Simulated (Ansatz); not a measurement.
A structure relaxed at PBE0-D4/def2-TZVP, charge 0, multiplicity 1:

Cartesian coordinates in Å:
```
C 1.041 0.244 -0.944
B -0.091 0.001 0.085
O -0.828 0.774 0.878
Al -1.467 -0.881 1.261
H 1.282 1.308 -1.033
H 0.749 -0.138 -1.927
H 1.942 -0.304 -0.655
H -2.628 -1.003 2.334
```

Task: Give its formula and SMILES.

Result: CH4AlBO, `C[B]1[O][AlH]1`.

Task: Point group (tolerance 0.08 Å, 0.16 Å for H)?

Result: Cs.

Task: Summarise the bond lengths by kind.

Result: 1 × B–C 1.549 Å; 3 × C–H 1.094 Å; 1 × B–O 1.331 Å; 1 × Al–B 2.013 Å; 1 × Al–O 1.815 Å; 1 × Al–H 1.586 Å.

Computed with Ansatz.
